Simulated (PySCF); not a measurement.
Computed shifts of a molecule C₄H₈OS, PBE/pcSseg-1 (PySCF), GIAO, gas phase, equivalent atoms averaged, in ppm (number of nuclei): ¹³C: 88.3 (2), 32.7 (2). ¹H: 6.18 (2), 1.99 (6). References: ¹³C against TMS (σ = 182.0 ppm); ¹⁷O against H2O (σ = 334.3 ppm); ³³S against H2S (σ = 706.5 ppm); ¹H against TMS (σ = 31.49 ppm), references at their B3LYP-D3(BJ)/def2-TZVP geometries, non-relativistic. The structure is a stationary point at B3LYP-D3(BJ)/def2-SVP. One conformer was computed; it need not be the lowest.

### Question
Which molecule gave these data?
A. CCCSC=O
B. CC(=O)[C@H](C)S
C. C[C@H]1O[C@H](C)S1
D. CC1(C)OCS1

### Answer
C, C[C@H]1O[C@H](C)S1
